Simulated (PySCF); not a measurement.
`CSc1cc[cH-]c1`, [C$_{6}$H$_{7}$S]-, charge -1

Molfile (atoms numbered from 1):
```
C6H7S
     RDKit          3D

 14 14  0  0  0  0  0  0  0  0999 V2000
    2.7139   -0.1714    0.5332 C   0  0  0  0  0  0  0  0  0  0  0  0
    1.7339   -0.8474   -0.8485 S   0  0  0  0  0  0  0  0  0  0  0  0
    0.1089   -0.3097   -0.4671 C   0  0  0  0  0  0  0  0  0  0  0  0
   -0.8413   -1.0197    0.3116 C   0  0  0  0  0  0  0  0  0  0  0  0
   -2.0075   -0.2410    0.3714 C   0  0  0  0  0  0  0  0  0  0  0  0
   -1.7878    0.9489   -0.3688 C   0  0  0  0  0  0  0  0  0  0  0  0
   -0.4846    0.9085   -0.8880 C   0  0  0  0  0  0  0  0  0  0  0  0
    2.6447    0.9273    0.5577 H   0  0  0  0  0  0  0  0  0  0  0  0
    3.7681   -0.4655    0.3910 H   0  0  0  0  0  0  0  0  0  0  0  0
    2.3533   -0.5695    1.4944 H   0  0  0  0  0  0  0  0  0  0  0  0
   -0.6745   -1.9990    0.7673 H   0  0  0  0  0  0  0  0  0  0  0  0
   -2.9325   -0.5101    0.8912 H   0  0  0  0  0  0  0  0  0  0  0  0
   -2.5138    1.7544   -0.5177 H   0  0  0  0  0  0  0  0  0  0  0  0
    0.0036    1.6623   -1.5110 H   0  0  0  0  0  0  0  0  0  0  0  0
  1  2  1  0
  2  3  1  0
  3  4  1  0
  4  5  2  0
  5  6  1  0
  6  7  1  0
  7  3  2  0
  1  8  1  0
  1  9  1  0
  1 10  1  0
  4 11  1  0
  5 12  1  0
  6 13  1  0
  7 14  1  0
M  CHG  1   6  -1
M  END
```

Level of theory: PySCF, quadratic response B3LYP/def2-SVPD first hyperpolarisability, Taylor convention, gas phase. Geometry: PBE0-D3(BJ)/def2-SVP.

For a gas-phase anion, states above the detachment energy (about 0.4 eV, taken as minus the energy of the highest occupied orbital) lie in the continuum and depend on the basis.

Problem. Give the tensor of the second harmonic β(−2ω;ω,ω) at 1550 nm in the axes of these coordinates.

Solution. In au, Taylor convention; rows are the first index (the induced dipole):
```
        xx      yy      zz      xy      xz     yz
x  -2606.1  -244.4  -322.0  +378.4   -89.9  -81.2
y   +383.1  +226.7   -26.5  -233.8   -66.6  +35.4
z    -83.2   +31.3   +40.1   -68.2  -296.1  -30.2
```
Norm of βᵢ = ⅓ Σⱼ (βᵢⱼⱼ + βⱼᵢⱼ + βⱼⱼᵢ): 3200.7 au, hyper-Rayleigh value 1235.9 au.
